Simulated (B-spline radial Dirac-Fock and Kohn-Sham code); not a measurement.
Method: configuration-average Dirac-Fock orbitals. Computed with a radial atomic solver.

Question: This computed X-ray form factor belongs to an atom or ion in its tabulated ground configuration. Which?

| sin θ/λ (Å⁻¹) | f₀ |
| --- | --- |
| 0.2 | 15.936 |
| 0.25 | 15.900 |
| 0.6 | 15.440 |
| 0.9 | 14.786 |
| 1 | 14.525 |
| 1.2 | 13.951 |
| 1.4 | 13.326 |
| 1.8 | 11.998 |
| 2 | 11.331 |

Answer: Pb⁶⁶⁺, with 16 electrons in [Ne] 3s2 3p4. f₀ tends to the number of electrons as s goes to zero, which the first rows give only roughly, and the rate of fall reflects the nuclear charge, 82.

Question: This computed X-ray form factor belongs to an atom or ion in its tabulated ground configuration. Which?

```
sin θ/λ (Å⁻¹)      f₀
         0.05  11.993
          0.1  11.974
         0.35  11.688
          0.4  11.596
          0.6  11.133
          1.2   9.247
            3   4.776
          3.5   3.921
            4   3.201
```

Answer: Cd³⁶⁺, with 12 electrons in [Ne] 3s2. f₀ tends to the number of electrons as s goes to zero, which the first rows give only roughly, and the rate of fall reflects the nuclear charge, 48.
